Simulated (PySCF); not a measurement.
## Structure from NMR data

The spectra below were simulated for a compound C7H8F2.

1H NMR (500 MHz, computed): δ 6.31 (m, 1H), 5.44 (m, 1H), 4.84 (m, 1H), 2.98 (m, 1H), 2.62 (m, 1H), 2.20 (s, 3H).

13C{1H} NMR (computed): δ 166.8 (C), 143.9 (C), 128.2 (CH), 105.2 (CH), 89.0 (CH), 33.7 (CH2), 24.7 (CH3).

Computed data (PySCF 2.14): GFN2-xTB geometry, shielding tensors at PBE0/pcSseg-1 (GIAO). No relativistic terms, no solvent model, one conformer, one averaged value for each set of equivalent atoms.

δ = σ(ref) − σ, references computed at the same level: TMS for 1H (31.72 ppm) and 13C (186.93 ppm).

Problem. Choose the structure that fits.
A. C=C1C=C(F)C[C@@H](F)C1
B. CC1=CC(F)=CC[C@@H]1F
C. FC(F)[C@@]12C=CC[C@@H]1C2
D. C=CCC1=CC(F)(F)C1

Solution. B. 

1. Rings plus π bonds: 3 (1 ring in the answer).
2. 7 carbon signals for 7 carbons: no two carbons are equivalent.
3. Carbon types of the structure: 2 × C, 3 × CH, 1 × CH2, 1 × CH3, which accounts for all hydrogens.
4. δC 166.8, 143.9: fully substituted alkene carbon.
5. δC 128.2, 105.2: alkene CH; the olefinic region.
6. δC 89.0: allylic sp3 CH bonded to F; the inductive effect lowers its shielding.
7. δH 2.98, 2.62: hydrogen on an allylic sp3 CH2; allylic position.
8. δH 2.20: hydrogen on an allylic methyl carbon; allylic position.

The others: C=CCC1=CC(F)(F)C1 has carbons computed at 164.4, 143.1, 137.1, 125.5, 121.8, 49.2, 41.8, with a different DEPT pattern; C=C1C=C(F)C[C@@H](F)C1 would give 8 signals for carbon-bound and other non-exchanging H, not 6; FC(F)[C@@]12C=CC[C@@H]1C2 would give 8 signals for carbon-bound and other non-exchanging H, not 6.

Splittings by 19F in the carbon and heteronuclear signals aren't shown, as no couplings were computed. Shifts are as computed. Against solution values, carbons near 30 ppm lie about +3 ppm off and those near 130 ppm about +5 ppm. Of 1309 compounds with measured shifts, 239 miss one by over three times the rms of a fit or turn the order of signals round; such compounds aren't used in these exercises. Multiplicities follow the n + 1 count of equivalent neighbours, as no J values were calculated; m marks all less simple cases, F and P coupling included.
